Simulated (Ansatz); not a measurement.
Cost and result for the atomization energy of C₄H₆F₂Si (`C=C[Si](F)(F)C=C`) (13 atoms, 12 bonds).

```tsv
atom	x (Å)	y (Å)	z (Å)
C1	-0.0650	2.0699	1.6392
C2	-0.6412	1.0874	0.9507
Si3	0.1046	0.3719	-0.5725
F4	1.4008	1.2307	-0.9192
F5	-0.9049	0.5322	-1.7943
C6	0.5505	-1.4100	-0.4541
C7	-0.0121	-2.3434	-1.2182
H8	0.8733	2.5137	1.3199
H9	-0.5050	2.4752	2.5460
H10	-1.5807	0.6768	1.3168
H11	1.2882	-1.7177	0.2851
H12	-0.7548	-2.0917	-1.9693
H13	0.2463	-3.3949	-1.1304
```

The species carries charge 0 and has multiplicity 1. All single points use the PBE0-D4/def2-TZVP geometry. It is one conformer, not always the lowest. Program: Ansatz. All runs use 4 threads of an Arm Neoverse V2 on a shared host. Times are those of one run each, without the atoms' runs, and a repeat can differ threefold. Electronic energies, without spin–orbit coupling; frozen cores. CCSD(T)/CBS adds CCSD(T) − MP2 in def2-TZVPP to the MP2 limit, and its time is that of the two runs behind it. T1 = 0.012. B3LYP takes the VWN-RPA correlation (the form of Gaussian; ORCA's B3LYP/G).

CCSD(T)/CBS is a level of theory with its own doubt, some kJ/mol a heavy atom from the limit and from the frozen cores, so smaller differences don't rank the functionals.

```tsv
level	functions	wall time
LDA (SPW92)/def2-TZVPP	312	1.6 s
revPBE-D4/def2-TZVPP	312	2.4 s
PBE-D4/def2-TZVPP (with forces)	312	3 s
PBE0-D4/def2-TZVPP	312	3.7 s
BHLYP-D4/def2-TZVPP	312	4 s
r2SCAN-D4/def2-TZVPP (with forces)	312	6 s
B3LYP-D4/def2-TZVPP (with forces)	312	6 s
ωB97X-V/def2-TZVPP	312	9.5 s
B97M-V/def2-TZVPP	312	12 s
CCSD(T)/def2-SVP	132	15 s
MP2/def2-QZVPP	592	44 s
CCSD(T)/def2-TZVPP	312	22 min
CCSD(T)/CBS(def2)	–	23 min
```

(1) What atomization energy does each give, and how far from CCSD(T)/CBS? (An estimate is asked.)

Answers

(1) The calculation gave: 
| level | atomization (kcal/mol) | difference from CCSD(T)/CBS | per bond |
| --- | --- | --- | --- |
| LDA (SPW92)/def2-TZVPP | 1534.2 | 185.1 | 15.4 |
| revPBE-D4/def2-TZVPP | 1341.6 | -7.5 | -0.6 |
| PBE-D4/def2-TZVPP (with forces) | 1375.8 | 26.7 | 2.2 |
| PBE0-D4/def2-TZVPP | 1350.4 | 1.3 | 0.1 |
| BHLYP-D4/def2-TZVPP | 1307.5 | -41.6 | -3.5 |
| r2SCAN-D4/def2-TZVPP (with forces) | 1351.4 | 2.3 | 0.2 |
| B3LYP-D4/def2-TZVPP (with forces) | 1345.8 | -3.3 | -0.3 |
| ωB97X-V/def2-TZVPP | 1347.2 | -1.9 | -0.2 |
| B97M-V/def2-TZVPP | 1350.0 | 0.9 | 0.1 |
| CCSD(T)/def2-SVP | 1276.1 | -73.0 | -6.1 |
| MP2/def2-QZVPP | 1367.1 | 18.0 | 1.5 |
| CCSD(T)/def2-TZVPP | 1315.3 | -33.8 | -2.8 |
| CCSD(T)/CBS(def2) | 1349.1 | 0.0 | 0.0 |

At CCSD(T), def2-SVP lies −73.1 kcal/mol from the extrapolated value and def2-TZVPP −33.8 kcal/mol: correlation converges slowly with the basis, and small sets miss more of it in the bonded molecule than in its fragments. The D4 term adds +11.4 kcal/mol with B3LYP and +6.0 kcal/mol with PBE0; it sums over pairs of atoms, weighted by their polarisabilities, and B3LYP, whose exchange is more repulsive, gets the larger term. In def2-TZVPP, CCSD(T) changes the Hartree–Fock value by +302.2 kcal/mol (the triples alone add +20.5 kcal/mol) and MP2 by +333.7 kcal/mol; breaking electron pairs costs correlation energy, which Hartree–Fock lacks.
